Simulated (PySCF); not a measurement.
A side-by-side comparison of computed properties.

First species: C9H7OP.
Bonds: C1–C2 (triple), C2–C3, C3–C4 (aromatic), C4–C5 (aromatic), C5–C6 (aromatic), C6–C7, C7–C8, C7–O9 (double), C6–P10 (aromatic), P10–C11 (aromatic), C3–C11 (aromatic). Hydrogens: H12 on C1; H13 on C4; H14 on C5; H15, H16, H17 on C8; H18 on C11.

Second species: C7H13ClO2.
Atom-mapped SMILES: `[CH3:1][CH2:2][C@@H:3]([C:4](=[O:5])[Cl:6])[C@H:7]([CH3:8])[O:9][CH3:10]` (hydrogens: H11, H12, H13 on C1; H14, H15 on C2; H16 on C3; H17 on C7; H18, H19, H20 on C8; H21, H22, H23 on C10)

Levels: PBE0/pcSseg-1 for dipole moment, HOMO energy, LUMO energy and HOMO–LUMO gap; GFN2-xTB for rotational constant A and rotational constant C. Geometries: GFN2-xTB. All species are isolated and taken at one optimised geometry, non-relativistic unless stated. Electronic properties by PySCF.

The conformers computed, where there is a choice (atom-mapped SMILES and torsion angles):
- `[CH:1]#[C:2][c:3]1[cH:4][cH:5][c:6]([C:7]([CH3:8])=[O:9])[p:10][cH:11]1`: C5–C6–C7–C8 -1°
- `[CH3:1][CH2:2][C@@H:3]([C:4](=[O:5])[Cl:6])[C@H:7]([CH3:8])[O:9][CH3:10]`: C1–C2–C3–C4 67°, C2–C3–C4–O5 64°, C2–C3–C7–C8 180°, C3–C7–O9–C10 -154°

Task: Which of the two has the higher HOMO energy, and by how much?

Result: The first: -7.29 eV against -7.70 eV, a difference of 0.41 eV.

Task: Which of the two has the higher HOMO–LUMO gap, and by how much?

Result: The second: 6.61 eV against 4.70 eV, a difference of 1.91 eV.

Task: Which of the two has the higher LUMO energy, and by how much?

Result: The second: -1.09 eV against -2.59 eV, a difference of 1.50 eV.

Task: Which of the two has the higher rotational constant A, and by how much?

Result: The first: 2.631 GHz against 1.561 GHz, a difference of 1.070 GHz.

Task: Which has the higher dipole moment?

Result: The first: 4.01 D against 2.84 D, a difference of 1.17 D.

Task: Which has the higher rotational constant C?

Result: The second: 0.588 GHz against 0.466 GHz, a difference of 0.122 GHz.

On the first: The dipole matches unit charges of opposite sign 0.83 Å apart (1 e·Å = 4.8032 D). A dipole of 4.01 D is allowed in Cs, and pure rotational transitions are dipole-allowed.

On the second: The dipole equals about 9.5 × 10⁻³⁰ C·m (1 D = 3.33564 × 10⁻³⁰ C·m).
